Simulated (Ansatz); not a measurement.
System: CAgO (charge +1, singlet). SMILES: O=[C+][Ag]
Geometry from a B3LYP-D3(BJ)/def2-TZVP (Ansatz, an electronic-structure program) optimisation:
```
C
O 1 1.1136
Ag 1 2.1517 2 180.00
```
Charge +1, spin multiplicity 1.

Quantity: vertical triplet-singlet gap, E(triplet) - E(singlet), in eV. Terms: 6-31G* and kin with 6d, 5d where marked; LANL2DZ with its own core potentials from Na on; dispersion terms only where a functional's name holds one; def2 sets with scalar-relativistic core potentials past Kr; UHF or UKS for open shells; no spin-orbit coupling; valence correlation only (noble-gas shells and the d and f shells of earlier blocks); STO-3G and 3-21G all-electron and non-relativistic; each state is the SCF solution reached for its charge and spin. Ab initio and DFT rows: single points at B3LYP-D3(BJ) geometries (Ansatz). The spin state of an ion or metal species was assumed, not searched. Levels can end on unlike triplets.

```
level                              program  vertical triplet-singlet gap, E(triplet) - E(singlet) (eV)
---------------------------------  -------  ----------------------------------------------------------
HF/6-31G* with LANL2DZ past Ar      Ansatz                                                        5.25
PBE/6-31G* with LANL2DZ past Ar     Ansatz                                                        5.18
B3LYP/STO-3G                        Ansatz                                                        0.35
B3LYP/3-21G                         Ansatz                                                        5.50
B3LYP/6-31G* with LANL2DZ past Ar   Ansatz                                                        5.37
MP2/6-31G* with LANL2DZ past Ar     Ansatz                                                        5.71
B3LYP/def2-TZVPD                    Ansatz                                                        4.67
wB97X-V/def2-TZVPD                  Ansatz                                                        5.04
```

No value to compare with is used here. The 6 habitual levels span 0.35 (B3LYP/STO-3G) to 5.71 eV (MP2/6-31G* with LANL2DZ past Ar); B3LYP/def2-TZVPD gives 4.67.

The levels are drawn from those run, B3LYP/6-31G* more often than the rest, none by its result; left out are runs that failed, that the program found above a lower state of the same kind, or whose <S^2> lies over 0.5 above the pure value.
